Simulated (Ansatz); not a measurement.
Ansatz (an electronic-structure program) input for HfF3Cl, SMILES [Cl][Hf]([F])([F])[F], multiplicity 1, PBE0/def2-SVPD. Coordinates come from a B3LYP-D3(BJ)/def2-SVP optimisation. The spin state was assumed, not searched. The structure was generated by enumeration; whether it is a known compound was not checked. The def2 effective core potentials stand for the cores of Hf; spin–orbit coupling is left out.

Ansatz 0.2 input:
```yaml
crystal:
  periodic: [false, false, false]
  atoms:
    - {symbol: Hf, position_ang: [-0.00000000, -0.00000000, -0.19334651]}
    - {symbol: F, position_ang: [-1.55050404, -0.89518393, -0.84754167]}
    - {symbol: F, position_ang: [-0.00000000, 1.79036786, -0.84754166]}
    - {symbol: F, position_ang: [1.55050405, -0.89518393, -0.84754166]}
    - {symbol: Cl, position_ang: [-0.00000000, -0.00000000, 2.16497492]}
basis:
  gaussian:
    orbitals: def2-SVPD
hamiltonian:
  xc: {name: PBE0}
```

Output:

```
WARN ansatz: RAYON_NUM_THREADS=1 ignored (pool sized by the plan → 1); use --threads N
Functional definition: PBE0
integrals: 0.07 GiB planned
1187 factors; their error is unknown
mean field: 0.56 GiB planned
mean field evaluation 1: about -21960.3903 eV, gradient 6.4e1 eV
mean field evaluation 2: about -21929.1580 eV, gradient 1.5e2 eV
mean field evaluation 4: about -21967.1604 eV, gradient 2.6e0 eV
mean field evaluation 8: about -21967.1750 eV, gradient 4.5e-2 eV
mean field evaluation 16: about -21967.3929 eV, gradient 1.4e-5 eV
mean field -21967.39285954 eV, -807.2867975546 hartree, gradient 1.4e-5 eV, S^2 0.000000; 0 other end points of the search recorded, 0 dependent functions left out
reference -21967.39290058 eV, -807.2867990626 hartree; 28, 28 occupied and 103, 103 virtual orbitals, 1187 factors
Total energy: -21967.39290058 eV, -807.2867990626 hartree
```

Self-consistency was reached.
